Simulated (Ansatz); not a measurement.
Gas-phase electronic energies from Ansatz, PBE0-D4/def2-TZVP geometries. CCSD(T)/CBS adds triple-zeta CCSD(T) − MP2 to the extrapolated MP2 energy (def2 sets, frozen cores). DFT in def2-TZVPP. B3LYP here is the variant with VWN-RPA as its local correlation; programs differ in this. For Ge outer-core shells are correlated without core-valence functions, which leaves a few kJ/mol of doubt a bond. Scalar relativity is left out up to krypton. Each species was taken in one conformer, which may not be the lowest.

`C[SiH](C)[N]([GeH3])[SiH2][SiH3]` + `O[SiH3]` → `C[SiH](C)O[SiH3]` + `[SiH3][SiH2][NH][GeH3]`  (ligand exchange at the Si–N bond)

```json
{"level": "r2SCAN-D4", "ΔE (kJ/mol)": "-49.5"}
{"level": "B3LYP-D4", "ΔE (kJ/mol)": "-49.0"}
{"level": "MP2/def2-QZVPP", "ΔE (kJ/mol)": "-41.8"}
{"level": "SCS-MP2/def2-QZVPP", "ΔE (kJ/mol)": "-49.7"}
```

What does CCSD(T)/CBS give? (An estimate is asked.)

Ansatz gave: -45.0 kJ/mol. The listed levels differ from it by -4.5, -4.0, 3.2, -4.7 kJ/mol.

Largest T1 diagnostic among the species: 0.012.

In def2-TZVPP, CCSD(T) changes the Hartree–Fock value by +35.8 kJ/mol (the triples alone add +5.9 kJ/mol) and MP2 by +39.4 kJ/mol. The D4 term adds +20.3 kJ/mol with B3LYP and +11.9 kJ/mol with PBE0; it sums over pairs of atoms, weighted by their polarisabilities, and B3LYP, whose exchange is more repulsive, gets the larger term.

CCSD(T)/CBS has its own doubt, a few kJ/mol and more with outer-core shells, so smaller differences from it don't rank the levels.
